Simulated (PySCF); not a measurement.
A PySCF script (with the pyscf-properties extension) for the NMR shieldings of `CC(C)[C@@H]1SBS[C@@H]1F`, C5H10BFS2, on a GFN2-xTB geometry:

```python
import basis_set_exchange as bse
import numpy as np
from pyscf import gto, dft
from pyscf.prop import nmr

atoms = """
C    -1.440286   -0.630349   -1.188224
C    -0.881796    0.323436   -0.131496
C    -1.873874    0.464943    1.019454
C     0.467466   -0.175905    0.397859
S     1.193033    1.031732    1.607510
B     2.884540    0.629355    1.313869
S     3.189744   -0.518232   -0.013996
C     1.486094   -0.442044   -0.699391
F     1.453388    0.543007   -1.650648
H    -1.499145   -1.644461   -0.796724
H    -0.828846   -0.632424   -2.086425
H    -2.441974   -0.312864   -1.466612
H    -0.722880    1.305428   -0.587752
H    -2.067032   -0.504577    1.474126
H    -2.813896    0.867043    0.650808
H    -1.487074    1.134938    1.782332
H     0.328423   -1.103047    0.963351
H     3.745584    1.060996    1.962066
H     1.298728   -1.387724   -1.217684
"""
names = dict.fromkeys(["C", "S", "B", "F", "H"], "pcSseg-1")
basis = {el: gto.basis.parse(bse.get_basis(n, elements=[el], fmt="nwchem")) for el, n in names.items()}
mol = gto.M(atom=atoms, basis=basis, charge=0, verbose=0)
mf = dft.RKS(mol, xc="PBE0")
mf.grids.level = 2
mf.grids.alignment = dft.numint.BLKSIZE   # the property module wants whole blocks of grid points
mf.conv_tol = 1e-9
mf.kernel()

calc = nmr.RKS(mf)   # GIAO
C = mf.mo_coeff
Co = C[:, mf.mo_occ > 0]
resp = mf.gen_response(singlet=True, hermi=2)
def vind(x):   # induced exchange potential for any number of trial vectors
    d = np.einsum("pi,xij,qj->xpq", C, 2 * x.reshape(-1, C.shape[1], Co.shape[1]), Co, optimize=True)
    return np.einsum("xpq,pi,qj->xij", resp(d - d.transpose(0, 2, 1)), C, Co, optimize=True).ravel()
mo1, _ = nmr.rhf.solve_mo1(calc, with_cphf=vind)
sigma = calc.kernel(mo1)
for i, s in enumerate(sigma):   # ppm
    print("%2d %-2s %9.2f" % (i, mol.atom_pure_symbol(i), np.trace(s) / 3))
```

Problem. What are the results?

Solution. 
```
 0 C     163.81
 1 C     152.93
 2 C     160.27
 3 C     110.27
 4 S     374.06
 5 B      42.21
 6 S     321.15
 7 C      78.04
 8 F     362.71
 9 H      30.94
10 H      30.10
11 H      30.52
12 H      29.45
13 H      30.88
14 H      30.43
15 H      29.94
16 H      28.64
17 H      24.95
18 H      25.37
```

These numbers come from an equivalent density-fitted implementation of the same equations, which agrees with the script to about 0.01 ppm for H and up to a few tenths of a ppm for heavy atoms, so last digits may differ.

Size and cost of the density-fitted run: 217 basis functions, 62 s wall time on 1 thread of an Arm Neoverse V1, shared host; peak memory 1.1 GiB.
